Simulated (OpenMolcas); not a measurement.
Dy I.

| Quantity | Value |
| --- | --- |
| Program | OpenMolcas |
| Basis | ANO-RCC-VTZP [8s7p5d3f2g1h] |
| Scalar Hamiltonian | DKH2, point nucleus |
| Active space | 10 electrons in 7 orbitals (4f) |
| State averaging | 2S+1 = 5 even, 35 roots (30 in the spin-orbit step); 2S+1 = 3 even, 210 roots (99 in the spin-orbit step); 2S+1 = 1 even, 196 roots (31 in the spin-orbit step) |
| Spin-orbit coupling | RASSI with atomic mean-field integrals over the reference wave functions, term energies averaged over their components |

Two sets of levels on these reference wave functions, in cm⁻¹ above 4f¹⁰ 6s² ⁵I₈: one from CASSCF and one from SS-CASPT2, IPEA 0.25 Eh, imaginary shift 0.1 Eh (closed shells correlated: 5s 5p 6s).

```json
{"Level": "4f¹⁰ 6s² ⁵I₈", "Set 1": "0.0", "Set 2": "0.0"}
{"Level": "4f¹⁰ 6s² ⁵I₇", "Set 1": "4320", "Set 2": "4250"}
{"Level": "4f¹⁰ 6s² ⁵I₆", "Set 1": "7400", "Set 2": "7400"}
{"Level": "4f¹⁰ 6s² ⁵I₅", "Set 1": "9670", "Set 2": "9770"}
{"Level": "4f¹⁰ 6s² ⁵I₄", "Set 1": "11460", "Set 2": "11630"}
{"Level": "4f¹⁰ 6s² ⁵F₅", "Set 1": "15100", "Set 2": "18670"}
{"Level": "4f¹⁰ 6s² ⁵S₂ [74 %]", "Set 1": "17050", "Set 2": "21020"}
{"Level": "4f¹⁰ 6s² ³K₈", "Set 1": "19450", "Set 2": "21520"}
{"Level": "4f¹⁰ 6s² ⁵F₄", "Set 1": "18220", "Set 2": "21750"}
{"Level": "4f¹⁰ 6s² ⁵F₃", "Set 1": "19610", "Set 2": "23210"}
{"Level": "4f¹⁰ 6s² ⁵F₁", "Set 1": "20690", "Set 2": "24430"}
{"Level": "4f¹⁰ 6s² ³K₇", "Set 1": "23550", "Set 2": "25680"}
{"Level": "4f¹⁰ 6s² ³K₆ [73 %]", "Set 1": "27410", "Set 2": "29370"}
{"Level": "4f¹⁰ 6s² ³L₉", "Set 1": "27660", "Set 2": "29980"}
{"Level": "4f¹⁰ 6s² ⁵G₅ [61 %]", "Set 1": "26530", "Set 2": "30890"}
```

Task: Which set is which?

Result: Set 1 is SS-CASPT2. Its levels of the other terms of 4f¹⁰ 6s² lie at 0.81 to 0.93 of the other set's values, as expected, since terms of lower spin or lower L gain more correlation energy than the Hund ground term.

CASPT2 breaks the degeneracy within a term, and the mean is taken; among the terms shown or strongly mixed into the levels shown the widest spread is 760 cm-1 (4f¹⁰ 6s² ⁵I, SS-CASPT2). High states are left out of the spin-orbit mixing, which shifts the levels that they would mix with. With the s shell closed, the reference lacks s² → p² mixing. Without dynamic correlation excited terms often stand tens of per cent too high (terms of higher spin than the ground term too low), and those without a measured partner can miss by more than the paired ones (holds for CASSCF). The CASPT2 spread within a term exceeds the gap to the next term for 4f¹⁰ 6s² ⁵G and 4f¹⁰ 6s² ³H, so the order of their levels is uncertain, and so are names and mixing where such terms share a J (holds for SS-CASPT2). Only configurations of the active space appear. The table leaves out levels that lie high or whose names do not pair safely across all columns.

A share in square brackets marks a mixed level and gives the weight of the term that names it, the lowest over the columns.
